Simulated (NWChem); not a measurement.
All runs are NWChem calculations. System: Cl$_{2}$Pb, charge 0, spin multiplicity 1, displaced from the optimised geometry. The structure started from a generated list of species.

The NWChem input:

```
start mol
memory heap 200 mb stack 900 mb global 1100 mb
geometry units angstroms nocenter noautoz
  Pb     0.000000     0.000000    -0.475085
  Cl     1.975012     0.000000     1.145793
  Cl    -1.975012     0.000000     1.145793
  symmetry group C2v
end
basis spherical
  * library def2-svp
end
ecp
  Pb library def2-ecp
end
dft
  xc becke88 perdew86
  semidirect memsize 60000000 filesize 0
  iterations 100
  convergence nodiis damp 40
end
task dft gradient
```

The output up to the point where the run's verdict is printed (cleaned and shortened):

```
             Northwest Computational Chemistry Package (NWChem) 7.3.0
             --------------------------------------------------------

                                NWChem Input Module
                                -------------------

 Scaling coordinates for geometry "geometry" by  1.889725989
 (inverse scale =  0.529177249)

 Turning off AUTOSYM since
 SYMMETRY directive was detected!

                             Geometry "geometry" -> ""
                             -------------------------

 Output coordinates in angstroms (scale by  1.889725989 to convert to a.u.)

  No.       Tag          Charge          X              Y              Z
 ---- ---------------- ---------- -------------- -------------- --------------
    1 Pb                  82.0000     0.00000000     0.00000000    -0.47508500
    2 Cl                  17.0000     1.97501200     0.00000000     1.14579300
    3 Cl                  17.0000    -1.97501200     0.00000000     1.14579300

 Effective nuclear repulsion energy (a.u.)     616.1564212222

            Nuclear Dipole moment (a.u.)
            ----------------------------
        X                 Y               Z
 ---------------- ---------------- ----------------
     0.0000000000     0.0000000000    -0.0000151178

      Symmetry information
      --------------------

 Group name             C2v
 Group number             16
 Group order               4
 No. of unique centers     2

      Symmetry unique atoms

     1    2


 Summary of "ao basis" -> "" (spherical)
 ------------------------------------------------------------------------------
       Tag                 Description            Shells   Functions and Types
 ---------------- ------------------------------  ------  ---------------------
 *                          def2-svp                  on all atoms

 Summary of "ao basis" -> "ao basis" (spherical)
 ------------------------------------------------------------------------------
       Tag                 Description            Shells   Functions and Types
 ---------------- ------------------------------  ------  ---------------------
[...]
 d= 0,ls=0.5         52  -1075.2403805771 -1.26D+02  3.55D-01               5.5
 d= 0,ls=0.5         53   -949.1768659360  1.26D+02  3.55D-01               5.6
 d= 0,ls=0.5         54  -1075.2403805771 -1.26D+02  3.55D-01               5.7
 d= 0,ls=0.5         55   -949.1768659360  1.26D+02  3.55D-01               5.7
 d= 0,ls=0.5         56  -1075.2403805771 -1.26D+02  3.55D-01               5.8
 d= 0,ls=0.5         57   -949.1768659360  1.26D+02  3.55D-01               5.9
 d= 0,ls=0.5         58  -1075.2403805771 -1.26D+02  3.55D-01               6.0
 d= 0,ls=0.5         59   -949.1768659360  1.26D+02  3.55D-01               6.1
 d= 0,ls=0.5         60  -1075.2403805771 -1.26D+02  3.55D-01               6.2
 d= 0,ls=0.5         61   -949.1768659360  1.26D+02  3.55D-01               6.2
 d= 0,ls=0.5         62  -1075.2403805771 -1.26D+02  3.55D-01               6.3
 d= 0,ls=0.5         63   -949.1768659360  1.26D+02  3.55D-01               6.4
 d= 0,ls=0.5         64  -1075.2403805771 -1.26D+02  3.55D-01               6.5
 d= 0,ls=0.5         65   -949.1768659360  1.26D+02  3.55D-01               6.6
 d= 0,ls=0.5         66  -1075.2403805771 -1.26D+02  3.55D-01               6.7
 d= 0,ls=0.5         67   -949.1768659360  1.26D+02  3.55D-01               6.8
 d= 0,ls=0.5         68  -1075.2403805771 -1.26D+02  3.55D-01               6.8
 d= 0,ls=0.5         69   -949.1768659360  1.26D+02  3.55D-01               6.9
 d= 0,ls=0.5         70  -1075.2403805771 -1.26D+02  3.55D-01               7.0
 d= 0,ls=0.5         71   -949.1768659360  1.26D+02  3.55D-01               7.1
 d= 0,ls=0.5         72  -1075.2403805771 -1.26D+02  3.55D-01               7.2
 d= 0,ls=0.5         73   -949.1768659360  1.26D+02  3.55D-01               7.3
 d= 0,ls=0.5         74  -1075.2403805771 -1.26D+02  3.55D-01               7.4
 d= 0,ls=0.5         75   -949.1768659360  1.26D+02  3.55D-01               7.4
 d= 0,ls=0.5         76  -1075.2403805771 -1.26D+02  3.55D-01               7.5
 d= 0,ls=0.5         77   -949.1768659360  1.26D+02  3.55D-01               7.6
 d= 0,ls=0.5         78  -1075.2403805771 -1.26D+02  3.55D-01               7.7
 d= 0,ls=0.5         79   -949.1768659360  1.26D+02  3.55D-01               7.8
 d= 0,ls=0.5         80  -1075.2403805771 -1.26D+02  3.55D-01               7.9
 d= 0,ls=0.5         81   -949.1768659360  1.26D+02  3.55D-01               7.9
 d= 0,ls=0.5         82  -1075.2403805771 -1.26D+02  3.55D-01               8.0
 d= 0,ls=0.5         83   -949.1768659360  1.26D+02  3.55D-01               8.1
 d= 0,ls=0.5         84  -1075.2403805771 -1.26D+02  3.55D-01               8.2
 d= 0,ls=0.5         85   -949.1768659360  1.26D+02  3.55D-01               8.3
 d= 0,ls=0.5         86  -1075.2403805771 -1.26D+02  3.55D-01               8.4
 d= 0,ls=0.5         87   -949.1768659360  1.26D+02  3.55D-01               8.5
 d= 0,ls=0.5         88  -1075.2403805771 -1.26D+02  3.55D-01               8.5
 d= 0,ls=0.5         89   -949.1768659360  1.26D+02  3.55D-01               8.6
 d= 0,ls=0.5         90  -1075.2403805771 -1.26D+02  3.55D-01               8.7
 d= 0,ls=0.5         91   -949.1768659360  1.26D+02  3.55D-01               8.8
 d= 0,ls=0.5         92  -1075.2403805771 -1.26D+02  3.55D-01               8.9
 d= 0,ls=0.5         93   -949.1768659360  1.26D+02  3.55D-01               9.0
 d= 0,ls=0.5         94  -1075.2403805771 -1.26D+02  3.55D-01               9.1
 d= 0,ls=0.5         95   -949.1768659360  1.26D+02  3.55D-01               9.1
 d= 0,ls=0.5         96  -1075.2403805771 -1.26D+02  3.55D-01               9.2
 d= 0,ls=0.5         97   -949.1768659360  1.26D+02  3.55D-01               9.3
 d= 0,ls=0.5         98  -1075.2403805771 -1.26D+02  3.55D-01               9.4
 d= 0,ls=0.5         99   -949.1768659360  1.26D+02  3.55D-01               9.5
 d= 0,ls=0.5        100  -1075.2403805771 -1.26D+02  3.55D-01               9.6
```

The run did not converge; its last values are not results. The next line reads: Calculation failed to converge. NWChem stopped with the message: dft gradient failed.
